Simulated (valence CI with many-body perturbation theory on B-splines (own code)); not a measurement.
Sc¹⁵⁺: calculated level list

Computed by configuration interaction combined with many-body perturbation theory (CI+MBPT): four valence electrons over a frozen Dirac-Fock core [He], a basis of 11 s, 11 p, 9 d, 7 f, 5 g, 2 h, 1 i functions for each j, with the one-electron correlation potential Σ1, the two-electron term Σ2, the three-electron term Σ3, Breit, model QED; selected CI, second order for the rest (own B-spline code, finite nucleus).

No measured spectrum was set against this ion. As an estimate, levels of excited configurations hold to 0.05 to 0.15 % of their energy, terms of the ground configuration to about 0.5 %.

Levels 46 to 90 of 96, with energies above the lowest level, 2s2.2p2 3P_0. "Leading %" is the weight of the configuration and term that name the level; weights of strongly mixed levels are sums over their largest components and can fall short. In the jj column 3d3/2^4 stands for four electrons in 3d with j = 3/2. Lifetimes count E1, E2, E3, M1 and M2 decay at the calculated energies, and are blank where another channel may lead or the interval is too uncertain; long ones can be off by a factor of two.

```
No.  Configuration  Term  J  E (eV)  Leading %  Lifetime                   Leading jj
 46      2s.2p2.3s    3P  1  617.83         90    953 fs     2s 2p1/2 2p3/2 3s (78 %)
 47      2s2.2p.3d   3P°  2  617.90         55    153 fs      2s^2 2p3/2 3d5/2 (54 %)
 48      2s2.2p.3d   3P°  1  618.14         77    171 fs      2s^2 2p3/2 3d3/2 (86 %)
 49      2s2.2p.3d   3P°  0  618.35         96    197 fs      2s^2 2p3/2 3d3/2 (96 %)
 50      2s.2p2.3s    3P  2  620.60         89    938 fs     2s 2p1/2 2p3/2 3s (46 %)
 51      2s2.2p.3d   1F°  3  623.30         91   88.8 fs      2s^2 2p3/2 3d3/2 (42 %)
 52      2s2.2p.3d   1P°  1  623.42         87    145 fs      2s^2 2p3/2 3d5/2 (79 %)
 53      2s.2p2.3p   5D°  0  624.28         97    122 ps      2s 2p1/2^2 3p1/2 (49 %)
 54      2s.2p2.3p   5D°  1  624.38         51   1.26 ps      2s 2p1/2^2 3p1/2 (44 %)
 55      2s.2p2.3p   3S°  1  625.60         49    865 fs  2s 2p1/2 2p3/2 3p1/2 (62 %)
 56      2s.2p2.3p   5D°  2  626.03         89    302 ps  2s 2p1/2 2p3/2 3p1/2 (39 %)
 57      2s.2p2.3p   5D°  3  627.95         92    333 ps  2s 2p1/2 2p3/2 3p3/2 (74 %)
 58      2s.2p2.3p   5P°  1  628.88         82   2.58 ps  2s 2p1/2 2p3/2 3p3/2 (46 %)
 59      2s.2p2.3p   5P°  2  629.13         82   12.5 ps  2s 2p1/2 2p3/2 3p1/2 (31 %)
 60      2s.2p2.3p   5D°  4  630.33         99    583 ps      2s 2p3/2^2 3p3/2 (56 %)
 61      2s.2p2.3p   5P°  3  630.89         84   6.94 ps  2s 2p1/2 2p3/2 3p3/2 (31 %)
 62      2s.2p2.3p   3D°  1  632.14         94    468 fs  2s 2p1/2 2p3/2 3p3/2 (47 %)
 63      2s.2p2.3p   3D°  2  633.72         91    479 fs  2s 2p1/2 2p3/2 3p3/2 (58 %)
 64      2s.2p2.3s    3D  1  636.05         96    803 fs     2s 2p1/2 2p3/2 3s (72 %)
 65      2s.2p2.3p   5S°  2  636.13         93   16.9 ps      2s 2p3/2^2 3p1/2 (29 %)
 66      2s.2p2.3p   3D°  3  636.22         89    493 fs      2s 2p3/2^2 3p3/2 (52 %)
 67      2s.2p2.3s    3D  2  636.25         95    800 fs     2s 2p1/2 2p3/2 3s (64 %)
 68      2s.2p2.3s    3D  3  636.48         96    781 fs     2s 2p1/2 2p3/2 3s (54 %)
 69      2s.2p2.3p   3P°  0  636.77         97    471 fs  2s 2p1/2 2p3/2 3p3/2 (78 %)
 70      2s.2p2.3p   3P°  1  637.72         90    465 fs  2s 2p1/2 2p3/2 3p3/2 (45 %)
 71      2s.2p2.3p   3P°  2  638.32         91    477 fs  2s 2p1/2 2p3/2 3p3/2 (51 %)
 72      2s.2p2.3s    1D  2  642.14         96   1.78 ps     2s 2p1/2 2p3/2 3s (62 %)
 73      2s.2p2.3d    5F  1  642.96         95   30.3 ps      2s 2p1/2^2 3d3/2 (45 %)
 74      2s.2p2.3d    5F  2  643.45         89   11.4 ps  2s 2p1/2 2p3/2 3d3/2 (37 %)
 75      2s.2p2.3d    5F  3  644.33         83   5.39 ps  2s 2p1/2 2p3/2 3d3/2 (35 %)
 76      2s.2p2.3d    5F  4  645.80         87   38.7 ps  2s 2p1/2 2p3/2 3d5/2 (75 %)
 77      2s.2p2.3d    5D  0  647.41         96   12.3 ps  2s 2p1/2 2p3/2 3d3/2 (90 %)
 78      2s.2p2.3d    5D  1  647.46         89   2.24 ps  2s 2p1/2 2p3/2 3d3/2 (77 %)
 79      2s.2p2.3d    5D  2  647.57         74    846 fs  2s 2p1/2 2p3/2 3d3/2 (55 %)
 80      2s.2p2.3d    5F  5  647.75         99   1.26 ns      2s 2p3/2^2 3d5/2 (56 %)
 81      2s.2p2.3d    5D  3  647.94         60    441 fs  2s 2p1/2 2p3/2 3d5/2 (38 %)
 82      2s.2p2.3d    5D  4  649.45         84    432 ps  2s 2p1/2 2p3/2 3d5/2 (40 %)
 83      2s.2p2.3d    3P  2  650.84         85    327 fs  2s 2p1/2 2p3/2 3d5/2 (36 %)
 84      2s.2p2.3s    3S  1  650.86         61    848 fs         2s 2p1/2^2 3s (43 %)
 85      2s.2p2.3d    5P  3  651.63         74    130 fs  2s 2p1/2 2p3/2 3d5/2 (36 %)
 86      2s.2p2.3s    3P  0  652.39         70    695 fs     2s 2p1/2 2p3/2 3s (51 %)
 87      2s.2p2.3d    5P  2  652.49         87    111 fs      2s 2p3/2^2 3d3/2 (32 %)
 88      2s.2p2.3d    5P  1  652.90         66    127 fs      2s 2p3/2^2 3d3/2 (52 %)
 89      2s.2p2.3d    3P  1  653.04         65    194 fs  2s 2p1/2 2p3/2 3d5/2 (48 %)
 90      2s.2p2.3d    3F  2  653.11         94    327 fs  2s 2p1/2 2p3/2 3d5/2 (49 %)
```

Names give the largest LS component (configuration and term), which can be under half, so a name can repeat, a term be missing and a line seem to break the LS rules; names also repeat where a configuration has a term twice.

Where two levels of one J and parity lie close, their mixing, g and order are uncertain.
